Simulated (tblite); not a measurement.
Species: C5H10ClNSi2.
SMILES with atom numbers: `[CH2:1]=[CH:2][C@@:3]([SiH3:4])([C:5]#[N:6])[C@H:7]([SiH3:8])[Cl:9]` (hydrogens: H10, H11 on C1; H12 on C2; H13, H14, H15 on Si4; H16 on C7; H17, H18, H19 on Si8)

Structure optimised with GFN2-xTB, isolated species.

List the bond lengths, angles and torsions at this level.

```json
{"bond": "C1=C2", "length (Å)": "1.321", "order": "double"}
{"bond": "C2–C3", "length (Å)": "1.501", "order": "single"}
{"bond": "C3–Si4", "length (Å)": "1.945", "order": "single"}
{"bond": "C3–C5", "length (Å)": "1.430", "order": "single"}
{"bond": "C5≡N6", "length (Å)": "1.146", "order": "triple"}
{"bond": "C3–C7", "length (Å)": "1.527", "order": "single"}
{"bond": "C7–Si8", "length (Å)": "1.921", "order": "single"}
{"bond": "C7–Cl9", "length (Å)": "1.796", "order": "single"}
{"bond": "C1–H10", "length (Å)": "1.076", "order": "single"}
{"bond": "C1–H11", "length (Å)": "1.077", "order": "single"}
{"bond": "C2–H12", "length (Å)": "1.082", "order": "single"}
{"bond": "Si4–H13, Si4–H14, Si4–H15", "length (Å)": "1.459", "order": "single"}
{"bond": "C7–H16", "length (Å)": "1.095", "order": "single"}
{"bond": "Si8–H17, Si8–H18, Si8–H19", "length (Å)": "1.459", "order": "single"}
```

Bonds in one row agree within 0.01 Å and their mean is given. Orders are formal, as drawn. A selection of angles:
```json
{"angle": "C2–C1–H10", "degrees": "121.6"}
{"angle": "C2–C1–H11", "degrees": "121.9"}
{"angle": "H10–C1–H11", "degrees": "116.6"}
{"angle": "C1–C2–C3", "degrees": "125.4"}
{"angle": "C1–C2–H12", "degrees": "120.6"}
{"angle": "C3–C2–H12", "degrees": "113.9"}
{"angle": "C2–C3–Si4", "degrees": "105.7"}
{"angle": "C2–C3–C5", "degrees": "111.2"}
{"angle": "C2–C3–C7", "degrees": "111.5"}
{"angle": "Si4–C3–C5", "degrees": "106.9"}
{"angle": "Si4–C3–C7", "degrees": "111.9"}
{"angle": "C5–C3–C7", "degrees": "109.5"}
{"angle": "C3–Si4–H13", "degrees": "108.3"}
{"angle": "C3–Si4–H14", "degrees": "105.1"}
{"angle": "C3–Si4–H15", "degrees": "108.9"}
{"angle": "H13–Si4–H14", "degrees": "110.0"}
{"angle": "H13–Si4–H15", "degrees": "113.2"}
{"angle": "H14–Si4–H15", "degrees": "111.0"}
{"angle": "C3–C5–N6", "degrees": "178.5"}
{"angle": "C3–C7–Si8", "degrees": "117.2"}
{"angle": "C3–C7–Cl9", "degrees": "108.6"}
{"angle": "C3–C7–H16", "degrees": "109.3"}
{"angle": "Si8–C7–Cl9", "degrees": "106.5"}
{"angle": "Si8–C7–H16", "degrees": "109.5"}
{"angle": "Cl9–C7–H16", "degrees": "105.1"}
{"angle": "C7–Si8–H17", "degrees": "108.2"}
{"angle": "C7–Si8–H18", "degrees": "108.6"}
{"angle": "C7–Si8–H19", "degrees": "105.1"}
{"angle": "H17–Si8–H18", "degrees": "112.4"}
```

Dihedral angles: C1–C2–C3–Si4 -93° (anticlinal); C2–C3–C7–Si8 -158° (antiperiplanar).

Of the pairs four or more bonds apart, C5···H11 is among the closest relative to their van der Waals radii: 2.56 Å, 88 % of the sum of Bondi's values. Si8 (SiH3 silicon) is distorted tetrahedral (angles from 105.1° to 112.4°). The C–C distances run from 1.321 Å (C1=C2, drawn double) to 1.527 Å (C3–C7, drawn single), a spread of 0.206 Å. The C–Si distances run from 1.921 Å (C7–Si8, drawn single) to 1.945 Å (C3–Si4, drawn single), a spread of 0.024 Å. Si4 (SiH3 silicon) is distorted tetrahedral (angles from 105.1° to 113.2°).

Point group: C1 (no symmetry element, even within 0.4 Å). Its GFN2-xTB frequencies are all real (lowest 46 cm⁻¹). One conformer, not necessarily the lowest. 3 starts were optimised and ended at 0.00, 0.00 and 1.39 kcal/mol (GFN2-xTB); the lowest of these is shown.

All values are computed, not measured.
